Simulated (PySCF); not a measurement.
# Cu (copper, neutral): UHF calculation

Configuration: [Ar] 3d10 4s1, 2S determinant. All numbers are calculated (PySCF 2.14, the non-relativistic Hamiltonian (point nucleus), in def2-TZVP (6s4p4d1f, 45 functions)).

```
Total energy                                     : -1638.923081 hartree
One-electron energy                              : -2289.7335 hartree
Hartree (Coulomb) energy                         : 716.5975 hartree
Exchange energy                                  : -65.7871 hartree
Kinetic energy                                   : 1638.87762 hartree
⟨S²⟩                                             : 0.7519
⟨L²⟩                                             : 0.000
Sum of ⟨r⟩                                       : 21.06 bohr
Sum of ⟨r²⟩                                      : 32.06 bohr²
Density at the nucleus (Gaussians lack the cusp) : 16200 bohr⁻³
Spin density at the nucleus                      : 3.21 bohr⁻³
Langevin diamagnetic susceptibility              : -25.4 ×10⁻⁶ cm³/mol
Time after the integrals                         : 0.11 s of wall time on 1 thread of Neoverse-V2 (shared host)
```

```tsv
shell	electrons	mean orbital energy (hartree)	rms radius, mean of both spins (bohr)
1s α	1	-328.79610	0.0612
1s β	1	-328.79442	0.0612
2s β	1	-40.82284	0.258
2s α	1	-40.82195	0.258
2p β	3	-35.62271	0.230
2p α	3	-35.61998	0.230
3s α	1	-5.01468	0.777
3s β	1	-5.01392	0.777
3p β	3	-3.32977	0.824
3p α	3	-3.32456	0.824
3d β	5	-0.49386	1.16
3d α	5	-0.48963	1.16
4s α	1	-0.24025	3.59
```
